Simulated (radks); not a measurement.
The numbers below are computed, except where a source is named.
Valence configurations of Nb I (all share [Kr]). Code: a radial shooting solver on a logarithmic mesh with Libxc functionals. Model: Dirac Kohn-Sham, PBEsol, spin-unpolarised, spherical densities, finite nucleus; open shells are shared between the two j in proportion to 2j + 1; Fermi nuclear charge, rms radius 4.324 fm. Energies are relative to 4d4 5s1; eigenvalues in eV.

4d3 5s2: E (eV) -0.534; e(4d3/2) -4.754; e(4d5/2) -4.578; e(5s1/2) -4.714
4d3.5 5s1.5: E (eV) -0.378; e(4d3/2) -3.900; e(4d5/2) -3.735; e(5s1/2) -4.348
4d4 5s1: E (eV) 0.000; e(4d3/2) -3.150; e(4d5/2) -2.996; e(5s1/2) -4.013
4d4.5 5s0.5: E (eV) 0.566; e(4d3/2) -2.514; e(4d5/2) -2.368; e(5s1/2) -3.721
4d3 5s1.5 5p0.5: E (eV) 1.118; e(4d3/2) -5.350; e(4d5/2) -5.172; e(5p1/2) -1.863; e(5p3/2) -1.741; e(5s1/2) -5.125
4d3.5 5s1 5p0.5: E (eV) 1.185; e(4d3/2) -4.495; e(4d5/2) -4.327; e(5p1/2) -1.676; e(5p3/2) -1.568; e(5s1/2) -4.767
4d5: E (eV) 1.283; e(4d3/2) -1.996; e(4d5/2) -1.859
4d4 5s0.5 5p0.5: E (eV) 1.479; e(4d3/2) -3.738; e(4d5/2) -3.580; e(5p1/2) -1.509; e(5p3/2) -1.413; e(5s1/2) -4.438
4d3 5s1 5p1: E (eV) 2.808; e(4d3/2) -5.910; e(4d5/2) -5.729; e(5p1/2) -2.168; e(5p3/2) -2.040; e(5s1/2) -5.497
4d4 5p1: E (eV) 2.992; e(4d3/2) -4.287; e(4d5/2) -4.126; e(5p1/2) -1.830; e(5p3/2) -1.729

NIST lists [Kr] 4d4 5s1 as the ground configuration; this level of theory puts 4d3 5s2 lower, by 0.534 eV. The energies are those of spherical spin-averaged densities, not of single terms.
